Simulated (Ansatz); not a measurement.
Reaction (ligand exchange at the Si–O bond): `[OH][In]([SH])[O][SiH3]` + `CN(C)N` → `CN(C)N[SiH3]` + `[OH][In]([OH])[SH]`

Computed with Ansatz on PBE0-D4/def2-TZVP structures; ΔE is electronic, products minus reactants. CCSD(T)/CBS adds triple-zeta CCSD(T) − MP2 to the extrapolated MP2 energy (def2 sets, frozen cores). This one scheme is used for every species. DFT in def2-TZVPP. Elements past krypton have def2 core potentials. For In outer-core shells are correlated without core-valence functions, which leaves a few kJ/mol of doubt a bond. Each species was taken in one conformer, which may not be the lowest.

```
         level  ΔE (kJ/mol)
       ωB97X-V         71.5
        B2PLYP         75.7
MP2/def2-QZVPP         75.6
  HF/CBS(def2)         90.8
```

Task: What does CCSD(T)/CBS give? (Best estimate.)

Result: Ansatz gave: +75.6 kJ/mol. The listed levels differ from it by -4.1, 0.1, 0.0, 15.2 kJ/mol.

Largest T1 diagnostic among the species: 0.016.

The D4 term adds −4.4 kJ/mol with B3LYP and −2.3 kJ/mol with PBE0; it sums over pairs of atoms, weighted by their polarisabilities, and B3LYP, whose exchange is more repulsive, gets the larger term. In def2-TZVPP, CCSD(T) changes the Hartree–Fock value by −13.0 kJ/mol (the triples alone add −1.5 kJ/mol) and MP2 by −13.8 kJ/mol. From PBE to PBE0 (25 % exact exchange), in def2-TZVPP and without D4, ΔE moves by +4.6 kJ/mol.

B3LYP here is the variant with VWN-RPA as its local correlation; programs differ in this.
